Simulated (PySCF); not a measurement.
BH6N, SMILES [BH3-][NH3+]. Atoms are numbered in the order given.

```xyz
8

B      0.0000     0.0000    -0.9299
N      0.0000     0.0000     0.7283
H      0.0000    -1.1673    -1.2413
H      1.0110     0.5837    -1.2413
H     -1.0110     0.5837    -1.2413
H     -0.8217    -0.4744     1.0916
H      0.0000     0.9488     1.0916
H      0.8217    -0.4744     1.0916
```
Charge 0, spin multiplicity 1.

Coordinates come from a B3LYP-D3(BJ)/def2-TZVP optimisation.

These are PBE/pcSseg-2 (PySCF) values and carry that method's errors.

GIAO shieldings, no solvent; atoms alike by connectivity are averaged. δ = σ(ref) − σ: ¹¹B against BF3 (σ = 83.1 ppm); ¹⁵N against NH3 (σ = 262.8 ppm); ¹H against TMS (σ = 31.47 ppm), references at their B3LYP-D3(BJ)/def2-TZVP geometries, non-relativistic.

```json
[
 {"nucleus": "¹¹B", "atoms": "B1", "count": "1", "δ (ppm)": "-35.5"},
 {"nucleus": "¹⁵N", "atoms": "N2", "count": "1", "δ (ppm)": "39.5"},
 {"nucleus": "¹H", "atoms": "H6, H7, H8", "count": "3", "δ (ppm)": "2.70"},
 {"nucleus": "¹H", "atoms": "H3, H4, H5", "count": "3", "δ (ppm)": "2.25"}
]
```
